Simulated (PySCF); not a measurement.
A side-by-side comparison of computed properties.

First species: C₃H₇ClO₂Si.
Z-matrix (Å and degrees, GFN2-xTB geometry), rows numbered from 1:
```
C 
C   1  1.5010
O   2  1.2003  1  125.27
O   2  1.3325  1  113.09  3   179.88
Si  4  1.6550  2  121.17  1  -177.85
C   5  1.9051  4  101.27  2   178.97
Cl  6  1.7822  5  108.90  4   -68.13
H   1  1.0877  2  109.40  3    52.57
H   1  1.0853  2  110.53  3   174.55
H   1  1.0884  2  108.76  3   -64.94
H   5  1.4555  4  110.01  2    62.03
H   5  1.4591  4  109.78  2   -64.64
H   6  1.0872  5  113.99  4    50.83
H   6  1.0855  5  111.49  4   174.36
```

Second species: difluorophosphane, F2HP.
SMILES: `P(F)F`

Levels: CAM-B3LYP/def2-SVPD for dipole moment, HOMO energy, LUMO energy, HOMO–LUMO gap, static isotropic polarisability and electronic spatial extent ⟨r²⟩ about the centre of nuclear charge; TDDFT CAM-B3LYP/def2-SVPD for lowest singlet excitation; TDA CAM-B3LYP/def2-SVPD for lowest triplet excitation (Tamm–Dancoff); GFN2-xTB for rotational constant A and rotational constant C. Geometries: GFN2-xTB. Each species is one conformer at its optimised geometry, gas phase, non-relativistic unless stated. Electronic properties by PySCF.

Dipoles, sizes and rotational constants follow the conformer. The torsions of the flexible species, by atom-mapped SMILES:
- `[CH3:1][C:2](=[O:3])[O:4][SiH2:5][CH2:6][Cl:7]`: C1–C2–O4–Si5 -178°, C2–O4–Si5–C6 179°, O4–Si5–C6–Cl7 -68°

Values for the first species:

| Item | Value |
| --- | --- |
| Dipole moment | 1.89 D |
| HOMO energy | -9.61 eV |
| LUMO energy | 0.88 eV |
| HOMO–LUMO gap | 10.49 eV |
| Lowest singlet excitation | 5.88 eV |
| Lowest triplet excitation (Tamm–Dancoff) | 5.40 eV |
| Static isotropic polarisability | 80.7 au |
| Electronic spatial extent ⟨r²⟩ about the centre of nuclear charge | 1465 bohr² |
| Rotational constant A | 3.568 GHz |
| Rotational constant C | 0.757 GHz |

Task: Estimate the same properties for the second species, and the change in each.

Result: 
```tsv
property	first	second	second less first
dipole moment	1.89 D	1.84 D	-0.05 D
HOMO energy	-9.61 eV	-9.88 eV	-0.27 eV
LUMO energy	0.88 eV	0.06 eV	-0.82 eV
HOMO–LUMO gap	10.49 eV	9.94 eV	-0.55 eV
lowest singlet excitation	5.88 eV	5.89 eV	+0.01 eV
lowest triplet excitation (Tamm–Dancoff)	5.40 eV	4.63 eV	-0.77 eV
static isotropic polarisability	80.7 au	26.6 au	-54.1 au
electronic spatial extent ⟨r²⟩ about the centre of nuclear charge	1465 bohr²	188 bohr²	-1277 bohr²
rotational constant A	3.568 GHz	22.051 GHz	+18.483 GHz
rotational constant C	0.757 GHz	6.762 GHz	+6.005 GHz
```

On the first: S1 lies 4.61 eV below the HOMO–LUMO gap. The 8 singlets span 5.88 to 8.24 eV, and their oscillator strengths add up to 0.10.

On the second: The dipole matches unit charges of opposite sign 0.38 Å apart (1 e·Å = 4.8032 D). The principal polarisabilities are 25.1, 27.1 and 27.7 au; their mean is the isotropic value.
